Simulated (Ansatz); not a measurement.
Program: Ansatz. Geometries: PBE0-D4/def2-TZVP. ΔE: electronic, gas phase. CCSD(T)/CBS is the MP2 limit (def2-TZVPP, def2-QZVPP) plus CCSD(T) − MP2 in def2-TZVPP, frozen cores. This one scheme is used for every species, atoms too. No spin–orbit coupling; open shells (•) take unrestricted orbitals. Spin–orbit coupling would lower the free atoms: a little for C, F; clearly for Ga. Bonds to Ga are less sure, by a few kJ/mol each and by 10 to 20 or more in all where they break to atoms, as the def2 sets lack core-valence functions. Scalar relativity is left out up to krypton. One conformer a species, not always the lowest.

`C[CH](C)[Ga]([F])[CH](C)C` → 6 C• + F• + Ga• + 14 H•  (atomization)

| species | CCSD(T)/CBS(def2) energy (Eh) |
| --- | --- |
| `C[CH](C)[Ga]([F])[CH](C)C` | -2260.54161 |
| C• | -37.79194 |
| F• | -99.66871 |
| Ga• | -1923.88713 |
| H• | -0.50000 |

Question: Work out ΔE.

Answer: ΔE = 14 × (-0.50000) + 6 × (-37.79194) + (-99.66871) + (-1923.88713) − (-2260.54161) = 3.23413 Eh = +8491.2 kJ/mol.

Largest T1 diagnostic among the species: 0.013.

The D4 term adds +79.5 kJ/mol with B3LYP and +42.8 kJ/mol with PBE0; it sums over pairs of atoms, weighted by their polarisabilities, and B3LYP, whose exchange is more repulsive, gets the larger term. From BLYP to BHLYP (50 % exact exchange), in def2-TZVPP and without D4, ΔE moves by −89.1 kJ/mol: exact exchange takes away binding that semilocal exchange gives to molecules.

B3LYP here is the variant with VWN-RPA as its local correlation; programs differ in this.

For atomizations the MP2-based limit and the directly extrapolated one differ by several kJ/mol either way, and by 10 to 25 for some Ge, Se and Sn compounds, so smaller differences from it don't rank the levels.
